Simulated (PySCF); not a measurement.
**Telling isomers of C₄H₃N₃ apart by NMR**

Computational details: geometry: GFN2-xTB, GIAO PBE0/pcSseg-1 shieldings, J couplings at B3LYP/pcJ-1 (spin–dipole term left out of most H,H and C,H couplings), in PySCF 2.14.0 with density-fitted response routines (no solvent model, non-relativistic, equivalent nuclei averaged, a single conformation).

Shifts are taken against calculated references (same method and geometry level): $^{1}$H, $^{13}$C vs TMS. Multiplet labels drop J under 1 Hz and among equivalent protons, and merge close values. Unscaled 3J(H,H) run several per cent high. Shifts are as computed. Against solution values, carbons near 30 ppm lie about +3 ppm off and those near 130 ppm about +5 ppm. Of 1211 compounds with measured shifts, 218 miss one by over three times the rms of a fit or turn the order of signals round; such compounds aren't used in these exercises. OH and NH positions are gas-phase values without hydrogen bonding to other molecules.

(1) Tabulate the signals of `C#Cc1cnn[nH]1`, `N#Cc1ccn[nH]1` and their relative energies.

(2) What is the quickest way to tell C#Cc1cnn[nH]1 from N#Cc1ccn[nH]1?

Answers

(1) 
```tsv
SMILES	carbon types	δC	δH	E rel. (kcal/mol)
C#Cc1cnn[nH]1	2×C 2×CH	142.4, 125.1, 100.0, 74.5	11.19 (br s, 1H), 8.01 (s, 1H), 3.51 (s, 1H)	45.2
N#Cc1ccn[nH]1	2×C 2×CH	143.8, 121.9, 118.5, 116.1	9.93 (br s, 1H), 7.84 (d, 1H), 7.01 (d, 1H)	0.0
```

Energies are electronic energies at PBE0/pcSseg-1 on these geometries, without zero-point or thermal terms, each for the one conformer computed, which needn't be the lowest.

(2) Both give the same number of carbon signals, with the same numbers of each carbon type, so the positions decide. The first has an alkyne carbon (C) at 74.5 ppm, the second an aromatic CH at 121.9 ppm. Their most deshielded carbons lie at 142.4 and 143.8 ppm.
